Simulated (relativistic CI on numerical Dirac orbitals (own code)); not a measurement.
Computed by Dirac-Coulomb-Breit CI, KLI orbitals optimised for each configuration, model QED, unscaled Slater integrals (own radial code, finite nucleus).

The strongest absorption lines from the ground level of an ion, among the configurations computed and to levels below about 6690 eV (vacuum wavelength in Å, gf): 2.1550 (0.56), 2.1568 (1), 2.1570 (0.78), 2.1612 (1.1), 2.1615 (2.1), 2.1679 (0.89), 2.3168 (4.2), 2.3224 (1.4).

(1) Which ion is it?
A. La LII
B. Pm LIV
C. La L
D. Tb LVIII

## Answers

(1) C. La L has 8 electrons and the ground level 2s²2p⁴ ³P2; the strongest line goes to 2s²2p³3d ³D°3. The pattern of lines fixes the number of electrons, and along that sequence the line energies rise steadily with the charge (about as its square where n changes within one kind of shell, about linearly where n is kept but much faster in heavy ions where fine structure, which grows about as Z⁴, sets the gap, and irregularly where shells cross), which fixes Z. Configurations outside the model, such as inner-shell arrays, can give stronger lines. At this charge energies of transitions that change n are usually good to better than 1 %, and those within a shell (Δn = 0) to a few per cent.

LS names give the leading component of a level, which can be under half, so a name can repeat, a term be missing and a line seem to break the LS rules.
